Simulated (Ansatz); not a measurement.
Born–Oppenheimer molecular dynamics of CH9NOSi (13 atoms, charge 0, multiplicity 1). It starts from a rough guess of a transition structure, not a stationary point.

Method: Ansatz 0.2.0, UKS PBE0/6-31G.

```yaml
ensemble: NVE (velocity Verlet)
time_step: 0.5 fs
steps_asked: 150
starting_velocities_drawn_for: 300 K
seed: 580316
```

First frame:

```xyz
13
Properties=species:S:1:pos:R:3
Si -1.245 0.535 0.179
O 0.771 0.354 0.579
C 1.731 -0.484 0.000
H -2.039 -0.047 1.247
H -1.557 1.696 -0.633
N -1.391 -0.706 -1.017
H 0.466 1.332 1.356
H -0.444 1.684 1.431
H 2.120 -0.052 -0.930
H 1.290 -1.461 -0.221
H 2.559 -0.624 0.700
H -1.009 -0.558 -1.939
H -1.253 -1.669 -0.752
```

Problem. How far do the bonds stretch over the last three quarters of this one trajectory? (Pairs bonded in most of those frames.)

Solution. 
| bond | mean (Å) | spread (Å) | shortest | longest |
| --- | --- | --- | --- | --- |
| Si1–O2 | 1.779 | 0.129 | 1.57 | 1.94 |
| Si1–H4 | 1.516 | 0.055 | 1.43 | 1.59 |
| Si1–H5 | 1.507 | 0.038 | 1.44 | 1.56 |
| Si1–N6 | 1.786 | 0.051 | 1.71 | 1.87 |
| O2–C3 | 1.479 | 0.124 | 1.29 | 1.68 |
| C3–H9 | 1.096 | 0.007 | 1.08 | 1.12 |
| C3–H10 | 1.098 | 0.011 | 1.08 | 1.12 |
| C3–H11 | 1.097 | 0.030 | 1.05 | 1.14 |
| N6–H12 | 1.010 | 0.017 | 0.98 | 1.05 |
| N6–H13 | 1.011 | 0.029 | 0.97 | 1.06 |
| H7–H8 | 0.757 | 0.055 | 0.67 | 0.83 |

Mean temperature of the second half: 1243 K. The conserved energy stayed within 0.3 meV per atom of its start (net change -0.16 meV per atom), so the integration is sound. The system heated up, since it started high on the potential surface and ran downhill. A run of 0.075 ps of so small a system gives no equilibrium averages. The orbitals stay closed-shell, which can raise the energy where a bond breaks towards radicals; this wasn't checked here. Limits of this set-up: no polarisation functions.

Run time: 20 min on 1 CPU thread of a shared host.
